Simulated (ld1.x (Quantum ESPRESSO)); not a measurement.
Reading a pseudo-wave (lithium)

Columns: radius, all-electron u(r) and pseudo u(r) of the 1s shell (level -52.04 eV) of lithium in the configuration 1s2 2s1 2p0; BP86, non-relativistic, PAW scheme, ld1.x (Quantum ESPRESSO) 7.5.

```
r (bohr)  all-electron  pseudo
   0.240        1.1017  0.5337
   0.480        1.1328  0.8345
   0.720        0.9039  0.8350
   0.960        0.6562  0.6529
   1.200        0.4540  0.4540
   1.440        0.3055  0.3055
   1.680        0.2025  0.2025
   1.920        0.1331  0.1331
   2.160        0.0870  0.0870
   2.400        0.0565  0.0565
   2.640        0.0366  0.0366
   2.880        0.0236  0.0236
   3.120        0.0152  0.0152
   3.360        0.0097  0.0097
   3.600        0.0062  0.0062
   3.840        0.0040  0.0040
   4.080        0.0025  0.0025
   4.320        0.0016  0.0016
   4.560        0.0010  0.0010
   4.800        0.0007  0.0007
   5.040        0.0004  0.0004
   5.280        0.0003  0.0003
   5.520        0.0002  0.0002
   5.760        0.0001  0.0001
   6.000        0.0001  0.0001
   6.240        0.0000  0.0000
```

Q: How many radial nodes do the two functions have?

A: The all-electron 1s function has n − l − 1 = 0; the pseudo-wave has 0.

Q: At about which radius was the pseudo-wave matched?

A: 1.20 bohr, where the columns begin to agree (steps of 0.24 bohr).

Q: Where does each function peak?

A: Outermost all-electron maximum near 0.48 bohr, pseudo maximum near 0.72 bohr (to the table’s step).

Q: Is the pseudo-wave norm-conserving?

A: No, it belongs to a PAW set: the norm inside the radius is not constrained, and the difference is carried by the augmentation charge.
